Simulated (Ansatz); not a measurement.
Ideal-gas functions of FH2OSSi, SMILES `O[SiH](F)[S]` radical at 400 K and 1 bar, from an Ansatz frequency run at PBE0-D4/def2-TZVP.

Molar mass 97.17 g/mol, point group C1 (symmetry number 1), electronic degeneracy 2, moments of inertia 76.142, 143.38, 197.336 u Å². Harmonic wavenumbers (cm⁻¹, unscaled): 148, 241, 325, 348, 531, 771, 820, 853, 890, 971, 2310, 3905.

Use S(trans) = R[1.5 ln M + 2.5 ln T − 1.1517]; rotational temperatures θ = 24.2544 K / I; S(rot) = R[ln(√π/σ · √(T³/θAθBθC)) + 1.5]; for each mode x = 1.438777 ν̃/T, S = R[x/(eˣ − 1) − ln(1 − e⁻ˣ)] and H = RT x/(eˣ − 1); 1 cm⁻¹ = 0.0119627 kJ/mol; R = 8.31446 J/(mol·K).

Q: By hand: the entropy, in J/(mol·K).

A: Translation 172.0. Rotation: θ = 0.3185, 0.1692, 0.1229 K, giving 112.8. Vibration, mode by mode: 13.65, 9.76, 7.47, 6.97, 4.09, 2.07, 1.80, 1.64, 1.48, 1.17, 0.02, 0.00, in all 50.1. Electronic 5.8. Sum 340.7 J/(mol·K).

Q: By hand: H − E and G − E in kJ/mol, counted from the electronic energy.

A: Zero-point energy ½ × 12113 × 0.0119627 = 72.5; thermal vibration 11.6; translation, rotation and pV give 4 RT = 13.3. H − E = 97.4 kJ/mol, and G − E = 97.4 − 400 × 340.7/1000 = -38.9 kJ/mol.

Vibration gives 15 % of the entropy, 13.7 J/(mol·K) of it from the mode under 150 cm⁻¹: soft modes count most, and the harmonic formula is weakest for them. The sum counts one conformer and one mirror image; others add a mixing term.
